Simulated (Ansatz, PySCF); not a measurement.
C₅H₁₀, SMILES C=CC(C)C. Atoms are numbered in the order given.

```xyz
15

C      1.5976    -1.1692     0.2627
C      0.6506    -0.7214    -0.5630
C     -0.6005     0.0256    -0.1910
C     -0.6537     1.3619    -0.9353
C     -0.7849     0.2169     1.3069
H      1.5391    -1.0340     1.3462
H      2.4756    -1.6961    -0.1197
H      0.7778    -0.8910    -1.6406
H     -1.4474    -0.5843    -0.5624
H     -1.6073     1.8803    -0.7498
H     -0.5512     1.2238    -2.0229
H      0.1634     2.0228    -0.6041
H     -1.7343     0.7316     1.5182
H      0.0270     0.8298     1.7311
H     -0.7967    -0.7449     1.8417
```

The structure is a stationary point at PBE0-D3(BJ)/def2-SVP. Other conformers were not sampled.

Two levels are set side by side: PBE-D3(BJ)/def2-SVP (Ansatz, a program for electronic structure) and PBE0-D3(BJ)/def2-SVP (Ansatz). Each level has its own optimised geometry; the coordinates shown are those of the second. Frequencies come from the Hessian of PySCF at each geometry. Differences are taken from unrounded values.

| quantity | PBE0-D3(BJ) |
|---|---|
| mean bond length (Å) | 1.206 |
| bond C1–C2 (Å) | 1.334 |
| bond C2–C3 (Å) | 1.504 |
| bond C3–C4 (Å) | 1.531 |
| bond C3–C5 (Å) | 1.521 |
| bond C1–H6 (Å) | 1.093 |
| bond C1–H7 (Å) | 1.093 |
| bond C2–H8 (Å) | 1.098 |
| bond C3–H9 (Å) | 1.108 |
| bond C4–H10 (Å) | 1.101 |
| bond C4–H11 (Å) | 1.101 |
| bond C4–H12 (Å) | 1.102 |
| bond C5–H13 (Å) | 1.100 |
| bond C5–H14 (Å) | 1.102 |
| bond C5–H15 (Å) | 1.100 |
| highest harmonic wavenumber (cm⁻¹) | 3264 |
| mean harmonic wavenumber (cm⁻¹) | 1542 |
| zero-point energy (kcal/mol) | 85.95 |

**Question.** What does PBE-D3(BJ) give, and how far is it from PBE0-D3(BJ)? (The exact figures need the calculation; the answer reports its results.)

**Answer.** 
```tsv
quantity	PBE-D3(BJ)	PBE-D3(BJ) minus PBE0-D3(BJ)
mean bond length (Å)	1.215	0.008
bond C1–C2 (Å)	1.344	0.010
bond C2–C3 (Å)	1.511	0.007
bond C3–C4 (Å)	1.541	0.010
bond C3–C5 (Å)	1.530	0.009
bond C1–H6 (Å)	1.102	0.008
bond C1–H7 (Å)	1.101	0.008
bond C2–H8 (Å)	1.107	0.008
bond C3–H9 (Å)	1.117	0.009
bond C4–H10 (Å)	1.109	0.008
bond C4–H11 (Å)	1.109	0.008
bond C4–H12 (Å)	1.110	0.008
bond C5–H13 (Å)	1.108	0.008
bond C5–H14 (Å)	1.110	0.008
bond C5–H15 (Å)	1.109	0.008
highest harmonic wavenumber (cm⁻¹)	3170	-94
mean harmonic wavenumber (cm⁻¹)	1493	-49
zero-point energy (kcal/mol)	83.23	-2.72
```

GGA bonds tend to be longer and softer than those of functionals with exact exchange. Differences between two approximate levels are no errors against the true value.
